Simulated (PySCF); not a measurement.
Mo(O)(NH)(OH)2 (H3MoNO3), SMILES [OH][Mo]([OH])(=[O])=[NH], multiplicity 1. Atoms are numbered in the order given.

```xyz
8

Mo     0.0379    -0.0340     0.0000
O      1.5248    -0.8356     0.0000
N     -1.2679    -1.1871     0.0000
H     -1.4799    -2.1869     0.0000
O     -0.1047     1.0357     1.5440
H     -0.8792     1.0185     2.1225
O     -0.1047     1.0357    -1.5440
H     -0.8792     1.0185    -2.1225
```

Geometry: r2SCAN-D4/def2-SVP. The multiplicity is an assumed one; no other spin state was optimised. The structure was generated by enumeration; whether it is a known compound was not checked. The def2 effective core potentials stand for the cores of Mo; spin–orbit coupling is left out. One conformer was computed; it need not be the lowest.

Level of theory: TDDFT-LC-ωPBE/def2-SVPD run with PySCF.

Vertical excitations. Isolated molecule, no solvent. State labels are in the subgroup Cs.

| state | symmetry | energy (eV) | λ (nm) | f | main pairs |
|---|---|---|---|---|---|
| S1 | A" | 4.50 | 276 | 0.000 | HOMO→LUMO+1 92 % |
| S2 | A' | 4.89 | 253 | 0.006 | HOMO→LUMO 76 %, HOMO−1→LUMO+1 19 % |
| S3 | A" | 5.19 | 239 | 0.005 | HOMO−1→LUMO 85 % |
| S4 | A" | 5.81 | 213 | 0.000 | HOMO−2→LUMO 73 %, HOMO−3→LUMO+1 12 % |
| S5 | A' | 6.00 | 207 | 0.009 | HOMO−3→LUMO 40 %, HOMO−1→LUMO+1 30 %, HOMO−2→LUMO+1 12 % |
| S6 | A" | 6.11 | 203 | 0.004 | HOMO−3→LUMO+1 43 %, HOMO→LUMO+3 21 %, HOMO−2→LUMO 13 % |
| S7 | A' | 6.16 | 201 | 0.028 | HOMO−3→LUMO 33 %, HOMO−1→LUMO+1 23 %, HOMO→LUMO+4 14 %, HOMO→LUMO 8 % |
| S8 | A" | 6.32 | 196 | 0.000 | HOMO→LUMO+3 51 %, HOMO−3→LUMO+1 29 %, HOMO→LUMO+6 12 % |
| S9 | A' | 6.40 | 194 | 0.020 | HOMO→LUMO+4 38 %, HOMO−2→LUMO+1 21 %, HOMO→LUMO+2 8 %, HOMO→LUMO+5 7 % |
| S10 | A' | 6.78 | 183 | 0.018 | HOMO−2→LUMO+1 35 %, HOMO−1→LUMO+3 23 %, HOMO→LUMO+4 10 %, HOMO−4→LUMO+1 8 % |
| T1 | A' | 4.00 | 310 | 0 | HOMO−1→LUMO+1 49 %, HOMO→LUMO 22 %, HOMO−2→LUMO+1 17 % |
| T2 | A" | 4.06 | 305 | 0 | HOMO→LUMO+1 87 % |
| T3 | A' | 4.28 | 290 | 0 | HOMO→LUMO 70 %, HOMO−1→LUMO+1 16 % |
| T4 | A" | 4.87 | 255 | 0 | HOMO−1→LUMO 85 % |
Triplets are in the Tamm–Dancoff approximation, which puts them higher than full response would, so one can lie above its singlet here.
